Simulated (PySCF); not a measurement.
C2H4NO, SMILES C(=O)[N]C (connectivity only; charge and spin as stated), charge -1, multiplicity 1. Coordinates come from a B3LYP-D3(BJ)/def2-SVPD optimisation. The spin state was assumed, not searched. The isomer is the one that the SMILES or the coordinates give; other isomers of the formula were not compared. One conformer was computed; it need not be the lowest.

These are PySCF with B3LYP-D3(BJ)/def2-SVPD values and carry that method's errors.

Harmonic wavenumbers (cm⁻¹): 140, 288, 455, 794, 990, 998, 1108, 1139, 1352, 1373, 1393, 1444, 1450, 1641, 2788, 2898, 2921, 2991. Rotational constants (GHz): 20.32, 6.664, 5.179; symmetry number 1.

### Question
Work out the zero-point energy and the ideal-gas rigid-rotor harmonic-oscillator thermochemistry at 298.15 K and 1 atm.

### Answer
ZPE = ½ Σ hcν = ½ × 26161 cm⁻¹ = 156.48 kJ/mol. H − E(el) = 170.59 kJ/mol. Entropy in J/(mol K): translation 159.40, rotation 98.92, vibration 23.81, total 282.13. G − E(el) = 86.48 kJ/mol. Cp = 64.58 J/(mol K). Modes under 150 cm⁻¹ make the vibrational entropy uncertain.
